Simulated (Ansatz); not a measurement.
Input file for Ansatz (an electronic-structure program): R-BLYP/def2-TZVPP on C2H6AlF (SMILES [CH3][Al]([CH3])[F]).

Ansatz 0.2 input:
```yaml
crystal:
  periodic: [false, false, false]
  atoms:
    - {symbol: C, position_ang: [-1.71969234, -0.36655544, 0.04825475]}
    - {symbol: Al, position_ang: [-0.04682421, 0.61658593, -0.10640441]}
    - {symbol: C, position_ang: [1.75630391, -0.10277290, 0.03530916]}
    - {symbol: F, position_ang: [-0.17304375, 2.25132461, -0.39336013]}
    - {symbol: H, position_ang: [-2.23213329, -0.10904844, 0.98059623]}
    - {symbol: H, position_ang: [-1.57057862, -1.44838989, 0.04351498]}
    - {symbol: H, position_ang: [-2.40602629, -0.11245158, -0.76369454]}
    - {symbol: H, position_ang: [2.22334811, -0.16351172, -0.95299387]}
    - {symbol: H, position_ang: [2.39651963, 0.54129663, 0.64335071]}
    - {symbol: H, position_ang: [1.77192684, -1.10647721, 0.46562711]}
basis:
  gaussian:
    orbitals: def2-TZVPP
hamiltonian:
  xc: {name: BLYP}
scf: {lower_state_search: off}
```

The log:

```
WARN ansatz: RAYON_NUM_THREADS=4 ignored (pool sized by the plan → 4); use --threads N
Functional definition: BLYP
these checks for a lower state are left out or cut short: stability, starts, cluster_reference, orbital_swaps, neighbouring_geometries, increment
integrals: 0.12 GiB planned
1139 factors; their error is unknown
mean field: 0.90 GiB planned
mean field evaluation 1: about -11467.2557 eV, gradient 1.0e2 eV
mean field evaluation 2: about -11430.9577 eV, gradient 1.5e2 eV
mean field evaluation 4: about -11488.7092 eV, gradient 1.8e1 eV
mean field evaluation 8: about -11489.3132 eV, gradient 1.2e-1 eV
mean field evaluation 16: about -11489.2933 eV, gradient 2.2e-4 eV
mean field -11489.29331035 eV, -422.2237414326 hartree, gradient 4.7e-6 eV, S^2 0.000000; 0 other end points of the search recorded, 0 dependent functions left out
reference -11489.29369027 eV, -422.2237553945 hartree; 20, 20 occupied and 199, 199 virtual orbitals, 1139 factors
Total energy: -11489.29369027 eV, -422.2237553945 hartree
Checks for a lower state left out: stability, starts, cluster_reference, orbital_swaps, neighbouring_geometries, increment
```

The run converged.

Cost: around 2.0 core-seconds (rough).
